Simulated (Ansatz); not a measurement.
Compare A (`C=C[CH2][SnH2][F]`) with its isomer B (`C=[CH][SnH]([CH3])[F]`).

Computed with Ansatz on PBE0-D4/def2-TZVP structures; ΔE is electronic, products minus reactants. CBS: MP2 limit from def2 TZ/QZ plus the TZ coupled-cluster correction, frozen cores. Functionals use def2-TZVPP. B3LYP here is the variant with VWN-RPA as its local correlation; programs differ in this. Elements past krypton have def2 core potentials. For Sn outer-core shells are correlated without core-valence functions, which leaves a few kJ/mol of doubt a bond. Each species was taken in one conformer, which may not be the lowest.

(1) Which isomer does CCSD(T)/CBS put lower? Give the gap. (An estimate is asked.)

(2) Give E(B) − E(A) in kcal/mol with PBE-D4, CCSD(T)/def2-SVP, B3LYP, MP2/def2-TZVPP, LDA (SPW92), CCSD/def2-TZVPP, BLYP-D4. (Estimate.)

(3) Does the order hold for the free energy at 298.15 K (harmonic terms from PBE0-D4)? (An estimate is asked.)

Largest T1 diagnostic: 0.013.

Answers

(1) The calculation gave: B, by 6.2 kcal/mol.

(2) The calculation gave: PBE-D4 -3.5, CCSD(T)/def2-SVP -2.7, B3LYP -4.2, MP2/def2-TZVPP -6.0, LDA (SPW92) -1.1, CCSD/def2-TZVPP -5.5, BLYP-D4 -4.0. None reverses the order clearly.

(3) Computed: Yes: G(B) − G(A) = -6.0 kcal/mol, for one conformer each. Modes under 60 cm⁻¹, often nearly free rotors, make the harmonic entropy too high.

In def2-TZVPP, CCSD(T) changes the Hartree–Fock value by −1.1 kcal/mol (the triples alone add −0.2 kcal/mol) and MP2 by −1.4 kcal/mol. At CCSD(T), def2-SVP lies +3.5 kcal/mol from the extrapolated value and def2-TZVPP +0.6 kcal/mol.
